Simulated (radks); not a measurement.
Task: All-electron atom: V12+ in [Ne] 3s1 (the NIST ground configuration). Calculated with a radial shooting solver on a logarithmic mesh with Libxc functionals: scalar-relativistic Kohn-Sham, PBE, spin-unpolarised, spherical densities, point nucleus. Some entries of the table are withheld. Estimate them.

| orbital | occ. | eigenvalue (hartree) | r(max) (bohr) |
|---|---|---|---|
| 1s | 2 | (1) | (2) |
| 2s | 2 | -33.69493 | 0.2540 |
| 2p | 6 | (3) | (4) |
| 3s | 1 | (5) | (6) |

Result: 
(1) 1s eigenvalue (hartree): -209.4471
(2) 1s r(max) (bohr): 0.04348
(3) 2p eigenvalue (hartree): -30.14435
(4) 2p r(max) (bohr): 0.2062
(5) 3s eigenvalue (hartree): -11.87144
(6) 3s r(max) (bohr): 0.7397
